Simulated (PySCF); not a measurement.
Bonds: Nb1-O2 1.752 Å, Nb1-F3 2.057 Å, Nb1-F4 1.966 Å, Nb1-F5 1.966 Å, Nb1-F6 1.966 Å, Nb1-F7 1.966 Å.

Total charge -2.

Geometry: PBE0-D3(BJ)/def2-SVP; GIAO absolute shieldings from PySCF 2.14, gas phase, scalar relativity only through the core potential, averaged over equivalent atoms.

At PBE0/pcSseg-1 (def2-TZVP on Nb) (142 basis functions, 15 s wall time on 1 thread of an x86-64 server CPU, shared host):
```json
{"atoms": "O2", "σ (ppm)": "-487.9"}
{"atoms": "F4/F5/F6/F7", "σ (ppm)": "142.3"}
{"atoms": "F3", "σ (ppm)": "234.3"}
```

Predict the values at KT2/pcSseg-1 (def2-TZVP on Nb) on the same geometry.

## Answers


```tsv
atoms	σ at KT2/pcSseg-1 (def2-TZVP on Nb)	change
O2	-428.5	+59.4
F4/F5/F6/F7	103.7	-38.6
F3	194.2	-40.1
```

The largest change is at O2 (oxygen bonded to Nb). Cost: 142 basis functions, 19 s wall time on 1 thread of an x86-64 server CPU, shared host.

Nb is described by an effective core potential, so it has no shielding of its own here; spin–orbit effects on the atoms bonded to it, which can be large, are absent, and the values of these neighbours are rough.
